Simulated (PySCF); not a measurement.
H₃SbO (singlet). All numbers come from PBE0 in PySCF with Sb def2-TZVP with ECP28, O def2-TZVP, H def2-TZVP; scalar-relativistic core potentials, no spin–orbit coupling; density-fitted integrals.

Harmonic bands of its minimum:

| ω (cm⁻¹) | IR (km/mol, summed over degenerate members) | degeneracy |
| --- | --- | --- |
| 518 | 66.0 | 2 |
| 796 | 67.1 | 2 |
| 802 | 87.3 | 1 |
| 855 | 85.2 | 1 |
| 1999 | 268 | 2 |
| 2008 | 80.4 | 1 |

The central atom is Sb. Infer the point group and assign the bands.

C3v. The modes span 3e + 3a1: 518 e, 796 e, 802 a1, 855 a1, 1999 e, 2008 a1. The computed geometry has Sb–H 1.697 Å (×3), Sb–O 1.810 Å; H–Sb–H 102.3° (×3), H–Sb–O 115.9° (×3).

This need not be the most stable arrangement of these atoms.
